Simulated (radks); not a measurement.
Results of a calculation; reference values are marked as such.
Ho LXIII, configuration [He] 2s2 2p1 (the NIST ground configuration). Level of theory: scalar-relativistic Kohn-Sham, PBEsol, spin-polarised, spherical densities, point nucleus; open shells are filled with parallel spins first (spin-orbit coupling, left out, can overturn this in heavy ions) (a radial shooting solver on a logarithmic mesh with Libxc functionals). Some entries of the table are withheld. Estimate them.

orbital  occ.  eigenvalue (hartree)  <r> (bohr)  <r^2> (bohr^2)
1s up       1             -2288.300     0.02067       0.0005839
1s down     1             -2287.559     0.02067       0.0005835
2s up       1                   (1)     0.08443             (2)
2s down     1                   (3)     0.08453             (4)
2p up       1             -521.6607         (5)        0.006621
2p down     0             -520.0657         (6)        0.006641

Answer. 
(1) 2s up eigenvalue (hartree): -554.7785
(2) 2s up <r^2> (bohr^2): 0.008388
(3) 2s down eigenvalue (hartree): -553.4406
(4) 2s down <r^2> (bohr^2): 0.008407
(5) 2p up <r> (bohr): 0.07394
(6) 2p down <r> (bohr): 0.07405
